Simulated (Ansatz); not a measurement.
A calculation with Ansatz (development build ahead of 0.2.0).

```yaml
crystal:
  periodic: [false, false, false]
  atoms:
    - { symbol: C, position_ang: [1.02219, -0.07992, 0.0] }
    - { symbol: C, position_ang: [-0.07992, 1.02219, 0.0] }
    - { symbol: C, position_ang: [-1.02219, 0.07992, 0.0] }
    - { symbol: C, position_ang: [0.07992, -1.02219, 0.0] }
    - { symbol: C, position_ang: [2.53219, -0.07992, 0.0] }
    - { symbol: H, position_ang: [2.89219, 0.95008, 0.0] }
    - { symbol: H, position_ang: [2.89219, -0.58992, 0.89] }
    - { symbol: H, position_ang: [2.89219, -0.58992, -0.89] }
    - { symbol: C, position_ang: [-0.07992, 2.53219, 0.0] }
    - { symbol: H, position_ang: [-1.10992, 2.89219, 0.0] }
    - { symbol: H, position_ang: [0.43008, 2.89219, 0.89] }
    - { symbol: H, position_ang: [0.43008, 2.89219, -0.89] }
    - { symbol: C, position_ang: [-2.53219, 0.07992, 0.0] }
    - { symbol: H, position_ang: [-2.89219, -0.95008, 0.0] }
    - { symbol: H, position_ang: [-2.89219, 0.58992, 0.89] }
    - { symbol: H, position_ang: [-2.89219, 0.58992, -0.89] }
    - { symbol: C, position_ang: [0.07992, -2.53219, 0.0] }
    - { symbol: H, position_ang: [1.10992, -2.89219, 0.0] }
    - { symbol: H, position_ang: [-0.43008, -2.89219, 0.89] }
    - { symbol: H, position_ang: [-0.43008, -2.89219, -0.89] }
basis:
  gaussian: { orbitals: def2-SVP }
magnetization:
  spin_polarized: true
hamiltonian:
  xc: hf
```

The input is written out in the form of the current development build from the run's settings.

Output:

```yaml
Converged: yes
Total_energy: -309.60708 hartree
Spin_squared_of_the_determinant: 0.945
Stability_test: minimum
```

Caution: the unrestricted determinant is a mixture of spin states.
